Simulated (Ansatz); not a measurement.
A geometry relaxed with B3LYP-D3(BJ)/def2-TZVP (Ansatz, a program for electronic structure), charge 0, multiplicity 1:

```xyz
6

C      0.8488    -0.0698     0.0052
H     -0.9133     1.6251     0.0281
O      2.0448    -0.1681     0.0126
C     -0.4619    -0.6338    -0.0175
C     -0.3524     0.7008     0.0125
H     -1.1660    -1.4542    -0.0409
```

Write the SMILES of this molecule.

`O=c1cc1`
